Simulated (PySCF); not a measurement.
Isomers of [C7H12P]+ (charge +1), from PBE0-D3(BJ)/def2-SVP geometry optimisation, gas phase (PySCF). One conformer each, no zero-point energy, no frequencies.

Problem. Which is lower in electronic energy at this level?
A. `[CH2:1]=[CH:2][C:3]1=[C:4]([CH3:5])[PH2+:6][CH2:7][CH2:8]1` (charge +1) with C1–C2–C3–C4 179°, C3–C4–P6–C7 -7°, C4–P6–C7–C8 11°, P6–C7–C8–C3 -13°, C2–C3–C8–C7 -172°: A = 2585, B = 1385, C = 926.9 MHz, dipole 3.42 D
B. `C[C@H]1C=C[P@H+](C)C=C1`: A = 3647, B = 1191, C = 993.7 MHz, dipole 2.08 D

Solution. B. That is `C[C@H]1C=C[P@H+](C)C=C1`, 8.7 kcal/mol below the other.

| SMILES | mapped SMILES | E (Eh) | relative (kcal/mol) | relative (kJ/mol) | dipole about centre of mass (D) |
| --- | --- | --- | --- | --- | --- |
| C[C@H]1C=C[P@H+](C)C=C1 | [CH3:1][C@H:2]1[CH:3]=[CH:4][P@H+:5]([CH3:6])[CH:7]=[CH:8]1 | -614.31627 | 0.0 | 0.0 | 2.08 |
| C=CC1=C(C)[PH2+]CC1 | [CH2:1]=[CH:2][C:3]1=[C:4]([CH3:5])[PH2+:6][CH2:7][CH2:8]1 | -614.30245 | 8.7 | 36.3 | 3.42 |
